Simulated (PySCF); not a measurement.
**Removing an electron from BiH2F**

Species: BiH2F.
Structure used (PBE0-D3(BJ)/def2-SVP), in Å, numbered top down from 1:
```
atom  x, y, z in Å
Bi1    0.0125    0.0361    0.7747
H2     1.5157    0.0624   -0.2256
H3    -0.6563    1.3640   -0.2504
F4    -0.8719   -1.4624   -0.2988
```

Level: CAM-B3LYP/def2-SVPD (PySCF). Frontier orbitals with their largest atomic shares (Löwdin; up to four atoms above 4 %):

| orbital | ε (eV) | main atoms |
| --- | --- | --- |
| HOMO−3 | -12.33 | F4 79 %, Bi1 13 % |
| HOMO−2 | -12.13 | F4 90 %, Bi1 10 % |
| HOMO−1 | -10.48 | Bi1 36 %, H2 22 %, H3 22 %, F4 20 % |
| HOMO | -9.38 | ? |
| LUMO | -0.87 | Bi1 67 %, F4 17 %, H3 8 %, H2 8 % |
| LUMO+1 | 0.29 | Bi1 71 %, H3 12 %, H2 12 % |
| LUMO+2 | 0.42 | Bi1 69 %, H2 14 %, H3 14 % |

Problem. What vertical ionisation energy does ΔSCF give, and how far is −ε(HOMO) from it?

Solution. ΔSCF: 10.59 eV (1021 kJ/mol; threshold wavelength 117 nm); ⟨S²⟩ of the doublet left behind is 0.766, against 0.75 for a pure doublet. −ε(HOMO) is 9.38 eV, 1.21 eV below it. In exact Kohn–Sham theory the two would be equal; CAM-B3LYP (range-separated hybrid) falls short of its own ΔSCF value by 11 %.

Problem. On which atoms does the HOMO lie?

Solution. Bi1 (bismuth bonded to F and 2 H) 56 %, H3 (hydrogen on bismuth) 15 %, H2 (hydrogen on bismuth) 15 %, F4 (fluorine bonded to Bi) 14 %, so more than half of it is on one atom. The HOMO−1 lies 1.10 eV lower.

Problem. And the vertical electron affinity, the fundamental gap, Mulliken's electronegativity and the hardness (with the factor ½)?

Solution. EA = -0.06 eV by ΔSCF (−ε(LUMO) = 0.87 eV); a negative value means that the added electron isn't bound at this geometry and level, and the number then depends on the basis. IE − EA = 10.65 eV against an orbital gap of 8.51 eV; (IE + EA)/2 = 5.26 eV; (IE − EA)/2 = 5.33 eV.

Problem. The lowest singlet excitation (vertical TDDFT, same level) lies at 4.92 eV. How far is it below IE − EA?

Solution. IE − EA = 10.65 eV, so by 5.73 eV.

Problem. Shift the occupied levels rigidly so that −ε(HOMO) equals the ΔSCF value. What binding energies result?

Solution. The shift is +1.21 eV: HOMO 10.59, HOMO−1 11.69, HOMO−2 13.34, HOMO−3 13.54 eV. A rigid shift is only a rough guide to the deeper ionisations.

Problem. How many of the 10 lowest singlet excitations (vertical TDDFT, same level) lie below the ionisation energy?

Solution. All 10; they run from 4.92 to 9.02 eV.

Problem. What total energies stand behind the ΔSCF value?

Solution. E(N) = -315.54348 Eh and E(N − 1) = -315.15445 Eh at the same geometry, 0.38903 Eh apart. With one more electron, E(N + 1) = -315.54109 Eh.

Geometry: PBE0-D3(BJ)/def2-SVP; no solvent, vibrations or thermal averaging. Atoms past krypton carry effective core potentials; spin–orbit coupling is left out.
